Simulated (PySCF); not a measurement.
# Unknowns

PySCF 2.14 calculation with σ from GIAO-PBE0/pcSseg-1 and geometry from GFN2-xTB; one conformer, isolated molecule, non-relativistic, averaged over atoms made equivalent by symmetry, fast rotation or ring inversion.

Shifts are taken against calculated references (same method and geometry level): ¹H (σref 31.72) and ¹³C (σref 186.93) against TMS. Splittings of carbon signals by F and P are missing where no couplings were computed. Where no couplings were computed, multiplicities follow the n + 1 count of equivalent neighbours, and m marks all less simple cases (inequivalent or close neighbours, rings, F or P nearby). Acid and N–H amide carbonyl carbons lie up to 10 ppm further downfield in solution (hydrogen bonding). Shifts are as computed. Against solution values, carbons near 30 ppm lie about +3 ppm off and those near 130 ppm about +5 ppm (rms about the fit 2.1 ppm; single classes can miss by 10 ppm). Of 1328 compounds with measured shifts, 309 miss one by over three times the rms of a fit or turn the order of signals round; such compounds aren't used in these exercises. Signals without a measured value on file couldn't be tested in this way; 1H shifts scatter by 0.2 ppm about their fit, and single ones miss by 0.5 ppm. Groups on amide-type nitrogens are kept apart (slow C–N rotation). OH and NH positions are gas-phase values without hydrogen bonding to other molecules.

**Question.** C5H7NO2. ¹H NMR (500 MHz, computed): δ 6.63 (m, 1H), 6.61 (br, 1H), 6.57 (d, 1H), 5.09 (d, 1H), 5.03 (m, 1H), 4.73 (br, 1H), 4.68 (m, 1H). ¹³C{¹H} NMR (computed): δ 164.8, 157.3, 154.7, 111.7, 99.7. Give a structure.

**Answer.** SMILES C=CO/C=C\C(N)=O. Rings plus π bonds: 3 (no ring in the answer). 5 carbon signals for 5 carbons: no two carbons are equivalent. Carbon types of the structure: 1 × C, 3 × CH, 1 × CH2, leaving 2 H on heteroatoms. δC 164.8: amide carbonyl carbon; it is a carbonyl in resonance with an O or N lone pair, the region of acids, esters and amides. δC 157.3, 154.7: alkene carbon bearing oxygen; an sp2 carbon further deshielded by the attached heteroatom. δC 111.7, 99.7: β carbon of an enol-ether or enamine type C=C; the O or N lone pair pushes π density onto this β carbon and shields it. δH 5.09, 5.03, 4.68: hydrogen on a β carbon of an enol-ether or enamine type C=C; lone-pair donation from O or N shields it, upfield of ordinary alkene protons.

The data come from this structure; uniqueness wasn't tested.

**Question.** C6H3FNP. ¹H NMR (400 MHz, computed): δ 8.22 (m, 1H), 7.96 (m, 1H), 7.90 (m, 1H). ¹³C{¹H} NMR (computed): δ 211.5 (C), 149.1 (C), 143.2 (CH), 138.4 (CH), 129.3 (CH), 124.6 (C). What is it?

**Answer.** SMILES N#Cc1cccc(F)p1. 6 carbon signals for 6 carbons: no two carbons are equivalent. Carbon types of the structure: 3 × C, 3 × CH, which accounts for all hydrogens. δC 211.5, 149.1: ring carbon next to a ring phosphorus. δC 143.2, 138.4, 129.3: aromatic CH. δC 124.6: nitrile carbon; C≡N carbons fall here, among the sp2 signals but without a proton. δH 8.22, 7.96, 7.90: hydrogen on an aromatic CH; aromatic region.

This is the structure that produced the data.

**Question.** C5H7NO2. ¹H NMR (400 MHz, computed): δ 8.91 (br, 1H), 8.08 (br s, 1H), 6.95 (br s, 1H), 4.96 (br, 1H), 2.53 (s, 3H). ¹³C{¹H} NMR (computed): δ 205.5 (C), 164.1 (C), 152.2 (CH2), 142.7 (C), 29.6 (CH3). Identify the compound.

**Answer.** `O=C(C(=C)C(C)=O)N`. The formula gives 3 degrees of unsaturation (no ring in the answer). 5 carbon signals for 5 carbons: no two carbons are equivalent. Carbon types of the structure: 3 × C, 1 × CH2, 1 × CH3, leaving 2 H on heteroatoms. δC 205.5: ketone carbonyl carbon; the double bond to the heteroatom, with no lone-pair donor beside it, deshields it most. δC 164.1: amide carbonyl carbon; it is a carbonyl in resonance with an O or N lone pair, the region of acids, esters and amides. δC 152.2: β carbon of a C=C–C=O unit; conjugation with the carbonyl draws π density from the β position. δH 8.91, 4.96: hydrogen on an amide-type nitrogen; labile proton, position sensitive to the medium.

The shifts were computed for this structure.
